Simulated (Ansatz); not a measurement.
Cl2F4Mo (`[F][Mo]([F])([F])([F])([Cl])[Cl]`), relaxed with RKS PBE0-D4/def2-TZVP in Ansatz from a GFN2-xTB geometry. The force threshold is 0.005 eV/Å; the program also tests the step.

Charge 0, multiplicity 1. Mo: def2 effective core potential.

Start:

```xyz
7

F     0.781   -1.531    0.564
Mo   -0.001   -0.009   -0.001
F    -1.124   -0.166    1.341
F    -1.073   -1.114   -0.936
F     1.101   -0.028   -1.370
Cl    1.391    1.147    1.197
Cl   -1.075    1.701   -0.795
```

```csv
step,energy (eV),largest force (eV/Å),largest move (Å)
1,-37760.7029,2.819,0.000
2,-37761.0761,0.444,0.088
3,-37761.0967,0.108,0.039
4,-37761.0978,0.026,0.010
5,-37761.0979,0.002,0.004
```

End:

```xyz
7

F     0.815   -1.572    0.589
Mo   -0.005   -0.045   -0.006
F    -1.166   -0.168    1.395
F    -1.115   -1.139   -0.972
F     1.145   -0.025   -1.423
Cl    1.416    1.193    1.221
Cl   -1.090    1.756   -0.805
```

It took 46 s on 4 threads of an Arm Neoverse V1 on a shared host, with 0.83 GiB of host memory at the peak.
